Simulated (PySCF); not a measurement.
## Two-component Hartree-Fock for Zn³⁺ (zinc, charge +3)

Start: [Ar] 3d9; 3d3/2 filled at m_j = -1/2, +1/2, +3/2; 3d5/2 filled at m_j = -5/2, -3/2, -1/2, +1/2, +3/2, +5/2. Calculated with PySCF 2.14 in x2c-TZVPall-2c (6s7p4d1f, 54 functions): generalised Hartree-Fock with the X2C-1e Hamiltonian and a Gaussian nucleus; one run each with spin-orbit coupling (SO) screened by Boettger's factors, then bare. This is a chosen level, not necessarily the ground level.

| spinor shell | electrons | ε, screened SO (eV) | ε, bare SO (eV) | weight of nominal j (bare SO) | rms radius, bare SO (bohr) |
| --- | --- | --- | --- | --- | --- |
| 1s1/2 | 2 | -9772.5 | -9772.5 | 1.000 | 0.0580 |
| 2s1/2 | 2 | -1276.6 | -1276.6 | 1.000 | 0.244 |
| 2p1/2 | 2 | -1123.9 | -1125.2 | 1.000 | 0.217 |
| 2p3/2 | 4 | -1100.3 | -1099.7 | 1.000 | 0.220 |
| 3s1/2 | 2 | -199.70 | -199.71 | 1.000 | 0.727 |
| 3p1/2 | 2 | -147.88 | -148.03 | 0.899 | 0.760 |
| 3p3/2 | 4 | -146.83 | -146.78 | 0.949 | 0.769 |
| 3d3/2 | 3 | -62.595 | -63.377 | 0.679 | 0.907 |
| 3d5/2 | 6 | -62.875 | -62.478 | 0.839 | 0.914 |

```csv
quantity,screened SO,bare SO
E (hartree),-1791.99982,-1792.00352
M_J,3/2,3/2
⟨J²⟩,3.754,3.753
⟨L²⟩,6.004,6.004
⟨S²⟩,0.752,0.752
```

Each row is a mean over spinors that exchange with the open shell spreads, by up to 7.207 eV (3p1/2).

Rows whose weight is well below 1 are mixtures of j = l ± 1/2: exchange outweighs spin-orbit coupling there, and the label is only the starting occupation.
